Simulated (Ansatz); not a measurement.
Basis sets compared for [Li(H2O)4]+ (LiO4H8⁺). Total charge 1; singlet. Geometry r2SCAN-D4/def2-SVP. Ansatz on 4 threads of Arm Neoverse V1 on a shared host; times are rough, and most runs start from earlier orbitals.

Cartesian coordinates in Å:
```
Li 0.002 0.001 0.002
O 1.717 0.878 0.029
H 2.462 0.651 0.603
H 2.055 1.566 -0.560
O -0.464 -0.366 -1.831
H -1.317 -0.175 -2.245
H 0.098 -0.688 -2.548
O -1.335 1.134 0.803
H -2.200 0.892 1.158
H -1.229 2.072 1.017
O 0.081 -1.646 0.998
H 0.059 -1.783 1.955
H 0.071 -2.535 0.618
```

```csv
level,functions,energy (Eh),HOMO (eV),LUMO (eV),wall time
PBE-D4/def2-SVP,105,-312.5626,-11.48,-4.73,0.85 s
PBE0-D4/def2-SVP,105,-312.5788,-13.48,-4.01,1 s
```

Q: Estimate the rows for PBE-D4/def2-TZVP, PBE0-D4/def2-TZVP (with forces).

A: 
| level | functions | energy (Eh) | HOMO (eV) | LUMO (eV) | wall time |
| --- | --- | --- | --- | --- | --- |
| PBE-D4/def2-TZVP | 186 | -312.9423 | -11.87 | -4.94 | 1.2 s |
| PBE0-D4/def2-TZVP (with forces) | 186 | -312.9514 | -13.76 | -4.15 | 2.3 s |
